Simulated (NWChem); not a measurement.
System: CH3BrSZn; SMILES [Br][Zn][S]C

The following NWChem deck was run.

```
start job
memory heap 200 mb stack 900 mb global 1100 mb
geometry units angstroms noautoz
  Zn     0.256547     0.355653    -0.006771
  Br    -0.505275    -1.743484     0.001951
  S      1.025174     2.365668    -0.016092
  C     -0.521259     3.380944     0.085411
  H     -1.162021     3.231008    -0.785905
  H     -0.196319     4.423737     0.102328
  H     -1.081729     3.177635     1.000165
end
basis spherical
  Zn library 6-31g*
  Br library 6-31g*
  S library 6-31g*
  C library 6-31g*
  H library 6-31g*
end
dft
  xc m06-2x
  grid coarse
  iterations 150
  mulliken
end
task dft gradient
```

NWChem printed, in part:

```
             Northwest Computational Chemistry Package (NWChem) 7.3.0
             --------------------------------------------------------

 C1  symmetry detected

                             Geometry "geometry" -> ""
                             -------------------------

 Output coordinates in angstroms (scale by  1.889725989 to convert to a.u.)

  No.       Tag          Charge          X              Y              Z
 ---- ---------------- ---------- -------------- -------------- --------------
    1 Zn                  30.0000     0.21006709     0.19805545    -0.00036071
    2 Br                  35.0000    -0.08689705    -2.01523102     0.00013605
    3 S                   16.0000     0.53266567     2.32572185     0.00035712
    4 C                    6.0000    -1.19759332     2.98810158    -0.00004635
    5 H                    1.0000    -1.74071238     2.70144878    -0.90287534
    6 H                    1.0000    -1.10348546     4.07626914     0.01796748
    7 H                    1.0000    -1.75350889     2.67354519     0.88553154

 Effective nuclear repulsion energy (a.u.)     557.8380757764

                                 NWChem DFT Module
                                 -----------------

 Summary of "ao basis" -> "ao basis" (spherical)
 ------------------------------------------------------------------------------
       Tag                 Description            Shells   Functions and Types
 ---------------- ------------------------------  ------  ---------------------
 Zn                          6-31g*                 12       34   5s4p2d1f
 Br                          6-31g*                 12       32   5s4p3d
 S                           6-31g*                  8       18   4s3p1d
 C                           6-31g*                  6       14   3s2p1d
 H                           6-31g*                  2        2   2s

            General Information
            -------------------
          SCF calculation type: DFT
          Wavefunction type:  closed shell.
          No. of atoms     :     7
          No. of electrons :    90
           Alpha electrons :    45
            Beta electrons :    45
          Charge           :     0
          Spin multiplicity:     1
          Use of symmetry is: off; symmetry adaption is: off
          Maximum number of iterations: 150
          AO basis - number of functions:   104
                     number of shells:    44
          Convergence on energy requested:  1.00D-06
          Convergence on density requested:  1.00D-05
          Convergence on gradient requested:  5.00D-04

              XC Information
              --------------
                       M06-2X Method XC Functional
                     Hartree-Fock (Exact) Exchange  0.540
                        M06-2X Exchange Functional  1.000
                      M06-2X Correlation Potential  1.000

             Grid Information
             ----------------
          Grid used for XC integration:  coarse
          Radial quadrature: Mura-Knowles
          Angular quadrature: Lebedev.
          Tag              B.-S. Rad. Rad. Pts. Rad. Cut. Ang. Pts.
          ---              ---------- --------- --------- ---------
          Zn                  1.35       95          10.0       302
          Br                  1.15       95          13.0       302
          S                   1.00       70          11.0       302
          C                   0.70       35          13.0       302
          H                   0.35       35          14.0       302
          Grid pruning is: on
          Number of quadrature shells:   400
          Spatial weights used:  Erf1

      Superposition of Atomic Density Guess
      -------------------------------------

 Sum of atomic energies:       -4786.17899896

      Non-variational initial energy
      ------------------------------

 Total energy =   -4787.373708
 1-e energy   =   -7780.804969
 2-e energy   =    2435.593185
 HOMO         =      -0.291119
 LUMO         =      -0.025053

     ---------------------------------------------
      Total Density - Mulliken Population Analysis
     ---------------------------------------------

    Atom       Charge   Shell Charges
 -----------   ------   -------------------------------------------------------
    1 Zn  30    29.04   2.00  2.00  6.00  2.00  6.00  0.55  0.34  0.19  0.02  6.81  3.14  0.00
    2 Br  35    35.56   2.00  2.00  6.00  2.00  5.99  1.56  4.00  0.38  1.61  6.97  2.93  0.12
    3 S   16    16.46   2.00  2.00  5.98  1.33  3.11  0.51  1.51  0.03
    4 C    6     6.65   2.00  0.70  1.91  0.73  1.28  0.03
    5 H    1     0.76   0.47  0.29
    6 H    1     0.77   0.47  0.30
    7 H    1     0.76   0.47  0.29

[...]

                         DFT ENERGY GRADIENTS

    atom               coordinates                        gradient
                 x          y          z           x          y          z
   1 Zn      0.396969   0.374271  -0.000682    0.000578   0.001560   0.000032
   2 Br     -0.164212  -3.808234   0.000257    0.000326   0.001761  -0.000004
   3 S       1.006592   4.394977   0.000675    0.003851  -0.005853  -0.000022
   4 C      -2.263123   5.646693  -0.000088   -0.003078   0.001342   0.000029
   5 H      -3.289469   5.104998  -1.706187   -0.000825  -0.000037  -0.000770
   6 H      -2.085285   7.703032   0.033954   -0.000030   0.001340   0.000045
   7 H      -3.313651   5.052268   1.673412   -0.000822  -0.000113   0.000692
```

Level: M06-2X/6-31G* (spherical d). Structure relaxed at the B3LYP/6-31G* (spherical d) level. Not confirmed as a minimum by frequencies.
